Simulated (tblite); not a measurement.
Computed values, GFN2-xTB/tblite, gas phase, harmonic and unscaled. Against measured fundamentals such values can be off by several per cent, at times by over 20. Modes of hydrogen on silicon can be 10 to 20 % off. One conformer each. Open shells enter through the occupations alone, without spin polarisation, and single modes of such species can be off by tens of per cent. Thermal functions are those of the rigid rotor and harmonic oscillator, without mixing of conformers.

Question: Order these by their zero-point energy, highest first (kJ/mol).
A. `F[C]1OC=CC[C@@]1(F)Cl` [radical]
B. `CC(=O)O[SiH]1N[SiH2]N1`
C. `COCCC1=C[C@@H]1[O]` [radical]
D. `O=C(CC([CH]C)=O)C` [radical]

Answer: D (353.1), C (347.7), B (280.1), A (208.9).

| SMILES | atoms | mass (u) | symmetry number | modes under 300 cm⁻¹ | ZPE (kJ/mol) | S translation (J/(mol K)) | S rotation | S vibration | S spin | S | Cp |
| --- | --- | --- | --- | --- | --- | --- | --- | --- | --- | --- | --- |
| C[CH]C(=O)CC(C)=O | 17 | 113.06 | 1 | 7 | 353.1 | 167.8 | 118.6 | 105.4 | 5.8 | 397.6 | 145.5 |
| COCCC1=C[C@@H]1[O] | 17 | 113.06 | 1 | 7 | 347.7 | 167.8 | 120.5 | 124.9 | 5.8 | 419.0 | 147.1 |
| CC(=O)O[SiH]1N[SiH2]N1 | 16 | 148.01 | 1 | 8 | 280.1 | 171.2 | 122.5 | 146.5 | 0.0 | 440.1 | 171.6 |
| F[C]1OC=CC[C@@]1(F)Cl | 13 | 152.99 | 1 | 5 | 208.9 | 171.6 | 122.1 | 89.3 | 5.8 | 388.8 | 136.3 |

Entropies and Cp are for 298.15 K and 1 bar.
